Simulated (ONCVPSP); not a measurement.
# Configuration tests for cobalt (ONCV)

```
Element                 : cobalt
Generator               : ONCVPSP 4.0.1
Type                    : optimised norm-conserving Vanderbilt (ONCV)
Functional              : PBE
Relativity              : scalar-relativistic
Frozen core             : [Ne]
Valence charge          : 17
Reference configuration : 3s2 3p6 3d7 4s1.5 (charge +0.5)
Partial waves           : 3s+4s: rc 1.00 bohr, ncon 4, nbas 7, qcut 10.6 1/bohr, 2 projectors; 3p: rc 0.85 bohr, ncon 4, nbas 7, qcut 8.2 1/bohr, 2 projectors, debl 1.3 Ha; 3d: rc 1.25 bohr, ncon 4, nbas 7, qcut 15.2 1/bohr, 1 projector
Local potential         : polynomial inside 0.80 bohr (lpopt 2, dvloc0 6 Ha)
Core correction         : Teter function, fcfact 3, rcfact 1.25
```

In the p channel the program set the typed energies aside and used -2.567, 0.250 Ha.

Energies are relative to the spin-unpolarised reference configuration 3s2 3p6 3d7 4s1.5; without spin polarisation the order of configurations can differ from experiment.

Question: Give the all-electron excitation energy and the error of the potential for: 3s2 3p6 3d7 4s2; 3s2 3p6 3d7 4s1; 3s2 3p6 3d7 4s0; 3s2 3p6 3d6 4s2.

Answer:

```csv
valence configuration,charge,ΔE all-electron (eV),error AE − PS (meV)
3s2 3p6 3d7 4s2,0,-3.603,+0.4
3s2 3p6 3d7 4s1,+1,5.428,-0.3
3s2 3p6 3d7 4s0,+2,22.213,+0.1
3s2 3p6 3d6 4s2,+1,11.579,+5.4
```

Levels in the configuration 3s2 3p6 3d7 4s2:

```json
{"level": "3s", "all-electron (eV)": "-102.405", "pseudo (eV)": "-102.407"}
{"level": "3p", "all-electron (eV)": "-65.637", "pseudo (eV)": "-65.639"}
{"level": "3d", "all-electron (eV)": "-8.204", "pseudo (eV)": "-8.203"}
{"level": "4s", "all-electron (eV)": "-5.470", "pseudo (eV)": "-5.470"}
```
